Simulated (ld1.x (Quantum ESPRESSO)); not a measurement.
## Which change was made? (Mg, ultrasoft)

- Element: magnesium (Mg)
- Generator: ld1.x (Quantum ESPRESSO) 7.5
- Type: ultrasoft
- Functional: LDA (PZ)
- Relativity: non-relativistic
- Frozen core: [Ne]
- Valence charge: 2
- Reference configuration: 3s1.5 3p0 (charge +0.5)
- Partial waves: 3s (bound): rcut 2.00, rcutus 2.70 bohr; 3s channel at 0.4 Ry: rcut 2.00, rcutus 2.70 bohr; 3p (bound, empty): rcut 1.60, rcutus 2.20 bohr; 3p channel at 0.35 Ry: rcut 1.60, rcutus 2.20 bohr; 3d channel at 0.2 Ry: rc 2.25 bohr
- Local potential: the d channel
- Core correction: a·sin(br)/r model core inside 2.20 bohr
- Augmentation charge: PSQ, inside the norm-conserving radii

Cutoffs, loose and tight: the cutoffs (Ry, on a coarse ladder) from which the occupation-weighted sum of valence levels, in a spherical-Bessel basis at the reference potential, stays within 10 and 1 mRy of its value at 400 Ry. They do not see the model core or the augmentation charge, which bear on the density cutoff. Test errors are all-electron minus pseudo excitation energies from the reference, over the configurations 3s2 3p0; 3s1 3p0; 3s1 3p1; 3s0 3p1; 3s0 3p2 (two spin-polarised tests are not counted in the largest error); variants that change the core or the reference have their own tests.

The base gives: outcome: generated; cutoff, loose: 6 Ry; cutoff, tight: 6 Ry; bound ghosts: none; largest test error (meV): +37.

Task: After one change the result is: outcome: generated; cutoff, loose: 6 Ry; cutoff, tight: 6 Ry; bound ghosts: p; largest test error (meV): +32. Which change was it?
A. reference 3s1 3p0; added wave 3d channel at 1.4 Ry: rc 2.25 bohr; local potential all-electron potential smoothed inside 1.80 bohr (lloc = -1)
B. wave 3d channel at 0.2 Ry: rc 2.25 bohr becomes 3d channel at 0.2 Ry: rc 3.16 bohr
C. core [He], valence charge 10; reference 2s2 2p6 3s2 3p0; waves now 2s (bound): rcut 1.10, rcutus 1.40 bohr; 3s (bound): rcut 1.10, rcutus 1.40 bohr; 2p (bound): rcut 1.05, rcutus 1.30 bohr; 3p (bound): rcut 1.05, rcutus 1.30 bohr; 3d channel at 0.2 Ry: rcut 1.15, rcutus 1.30 bohr; 3d channel at 2.1 Ry: rcut 1.15, rcutus 1.30 bohr; local potential all-electron potential smoothed inside 1.10 bohr (lloc = -1); core correction none

Result: B. The others give: reference 3s1 3p0; added wave 3d channel at 1.4 Ry: rc 2.25 bohr; local potential all-electron potential smoothed inside 1.80 bohr (lloc = -1) → outcome: generated; cutoff, loose: 6 Ry; cutoff, tight: 6 Ry; bound ghosts: none; largest test error (meV): +22 | core [He], valence charge 10; reference 2s2 2p6 3s2 3p0; waves now 2s (bound): rcut 1.10, rcutus 1.40 bohr; 3s (bound): rcut 1.10, rcutus 1.40 bohr; 2p (bound): rcut 1.05, rcutus 1.30 bohr; 3p (bound): rcut 1.05, rcutus 1.30 bohr; 3d channel at 0.2 Ry: rcut 1.15, rcutus 1.30 bohr; 3d channel at 2.1 Ry: rcut 1.15, rcutus 1.30 bohr; local potential all-electron potential smoothed inside 1.10 bohr (lloc = -1); core correction none → outcome: generated, overlap not positive; bound ghosts: not determined (overlap not positive); largest test error (meV): +1003. A file whose overlap is not positive is unfit for use, and its test errors describe a broken file.
